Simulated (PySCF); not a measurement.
C2H9ClSi3, SMILES [SiH2]([SiH2][SiH3])C(=C)Cl.

Geometry: B3LYP-D3(BJ)/def2-SVP. The structure was generated by enumeration, and PubChem lists no compound with its InChIKey, so it may never have been made. One conformer was computed; it need not be the lowest.

Method: PySCF 2.14.0 with TDA-PBE0/def2-SVPD.

Vertical excitations. The molecule is in vacuum.

Computed excitation energies, oscillator strengths and character:
```
state  energy (eV)  λ (nm)      f                                                               main pairs
-----  -----------  ------  -----  -----------------------------------------------------------------------
S1            6.01     206  0.112                                         HOMO→LUMO 50 %, HOMO−1→LUMO 32 %
S2            6.25     198  0.054                     HOMO→LUMO+1 52 %, HOMO−1→LUMO 13 %, HOMO→LUMO+2 12 %
S3            6.31     196  0.001                                       HOMO−2→LUMO 56 %, HOMO−3→LUMO 27 %
S4            6.39     194  0.012                     HOMO→LUMO+2 34 %, HOMO→LUMO+1 24 %, HOMO→LUMO+4 23 %
S5            6.53     190  0.241                        HOMO−1→LUMO 45 %, HOMO→LUMO 30 %, HOMO→LUMO+1 8 %
S6            6.72     185  0.069  HOMO→LUMO+2 31 %, HOMO→LUMO+4 24 %, HOMO→LUMO+3 19 %, HOMO−1→LUMO+2 5 %
T1            3.87     320      0                                                           HOMO→LUMO 78 %
T2            5.62     221      0  HOMO→LUMO+1 45 %, HOMO−1→LUMO+1 19 %, HOMO−1→LUMO 15 %, HOMO−2→LUMO 9 %
```
Triplets are in the Tamm–Dancoff approximation.
